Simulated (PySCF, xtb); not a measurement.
Al(OH)(SH)2 (AlH₃OS₂), SMILES [OH][Al]([SH])[SH].

GFN2-xTB (xtb) at its own geometry gives an orbital gap of 3.60 eV and a dipole moment of 2.80 D.

Geometry: B3LYP-D3(BJ)/def2-SVP. The values are those of a single conformer.

Task: What does PySCF with PBE0/def2-TZVP give? (The exact figures need the calculation; the answer reports its results.)

Result: gap 7.05 eV (levels -7.62 and -0.57 eV), dipole 0.99 D.
